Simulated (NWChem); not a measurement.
# CH₃FO₃Si; SMILES O[Si]1(F)OCO1

```xyz
9

O      1.3126    -1.3544     0.0000
Si     0.0199    -0.3628     0.0000
F     -1.2872    -1.2854     0.0000
O      0.0068     0.8775    -1.1125
C     -0.0208     1.7976     0.0000
O      0.0068     0.8775     1.1125
H      1.1509    -2.3079     0.0000
H      0.8681     2.4350     0.0000
H     -0.9447     2.3836     0.0000
```
Atoms are numbered in this order, from 1.

Results from NWChem. Pople sets run with spherical d functions. All runs use the structure optimised with B3LYP/6-31G* (spherical d). Level: B3LYP/6-31G* with SMD (1 M gas to 1 M solution), gas-phase geometry. Reactions with the solvent are ignored.

Estimate the computed values for solvent toluene. Quantities: solvation free energy (kcal/mol); cavity-dispersion-structure term (kcal/mol); dipole in solution (D).


```
Item                                         Value
-------------------------------------------  -----
solvation free energy (kcal/mol)              -4.4
cavity-dispersion-structure term (kcal/mol)   -1.1
dipole in solution (D)                        0.81
```
